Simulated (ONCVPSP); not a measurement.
Before and after: ONCV potential for As (Z = 33)

As, optimised norm-conserving Vanderbilt (ONCV), made with ONCVPSP 4.0.1 (PBE, fully relativistic). Core [Ar], reference 3d10 4s2 4p3. Waves: 4s: rc 1.30 bohr, ncon 4, nbas 7, qcut 5.9 1/bohr, 2 projectors, debl 3.1 Ha; 4p: rc 2.05 bohr, ncon 4, nbas 8, qcut 4.3 1/bohr, 1 projector; 3d: rc 0.60 bohr, ncon 3, nbas 7, qcut 13.9 1/bohr, 3 projectors, debl 1.1 Ha. Local part: polynomial inside 0.45 bohr (lpopt 5, dvloc0 0 Ha). Core correction: none.

Open shells are filled in proportion to 2j + 1.

In the d channel the program set the typed energies aside and used -1.482, 0.250, 1.350 Ha (j = l + 1/2; the other j can differ).

All-electron outer shells of the reference configuration (PBE, scalar-relativistic, ld1.x):

```json
{"shell": "3s", "level (eV)": "-190.31", "outermost node (bohr)": "0.25", "outermost maximum (bohr)": "0.52"}
{"shell": "3p", "level (eV)": "-133.68", "outermost node (bohr)": "0.22", "outermost maximum (bohr)": "0.52"}
{"shell": "3d", "level (eV)": "-40.65", "outermost node (bohr)": "–", "outermost maximum (bohr)": "0.47"}
{"shell": "4s", "level (eV)": "-14.49", "outermost node (bohr)": "0.73", "outermost maximum (bohr)": "1.61"}
{"shell": "4p", "level (eV)": "-5.19", "outermost node (bohr)": "0.78", "outermost maximum (bohr)": "2.00"}
```

Change: local potential polynomial inside 0.45 bohr (lpopt 5, dvloc0 8.5 Ha).

Cutoffs: the cutoffs (Ha) at which the residual kinetic energy of the hardest occupied pseudo-wave falls to 1 and 0.1 mHa per electron; they do not see the model core or the augmentation charge, which bear on the density cutoff. Errors are all-electron minus pseudo energies relative to the spin-unpolarised reference configuration.

Q: What does the change do?

A: Both files keep a bound ghost (d, p, s); of the 4 tests that both files solve, the error grows in 0 and shrinks in 1 by more than 15 % and 0.3 meV (median size 4.0 → 3.6 meV).

```csv
quantity,base,changed
bound ghosts,"s, p3/2, d5/2, p1/2, d3/2","s, p3/2, d5/2, p1/2, d3/2"
GHOST(+) flags under 300 eV,none,none
"largest miss of a reference level, eV",0.06,0.05
"error for 3d10 4s2 4p2, meV [ΔE 9.15 eV]",+0.9,+0.7
"error for 3d10 4s2 4p1, meV [ΔE 27.07 eV]",+1.6,+0.8
"error for 3d10 4s2 4p0, meV [ΔE 54.78 eV]",-6.3,-6.3
"error for 3d10 4s1 4p3, meV [ΔE 19.25 eV]",+10,+9.4
s: phases at 1.32 bohr within 0.05 rad from the reference energy up to (Ha; the scan ends near 5),to the end of the scan,to the end of the scan
p3/2: phases at 2.09 bohr within 0.05 rad from the reference energy up to (Ha; the scan ends near 5),1.8,1.9
p1/2: phases at 2.09 bohr within 0.05 rad from the reference energy up to (Ha; the scan ends near 5),1.8,1.9
d5/2: phases at 0.61 bohr within 0.05 rad from the reference energy up to (Ha; the scan ends near 5),to the end of the scan,to the end of the scan
d3/2: phases at 0.61 bohr within 0.05 rad from the reference energy up to (Ha; the scan ends near 5),to the end of the scan,to the end of the scan
```

 A true bound ghost makes a file unfit for plane-wave use even where its test errors are small: the radial tests pick states by their node count and pass the ghost by.
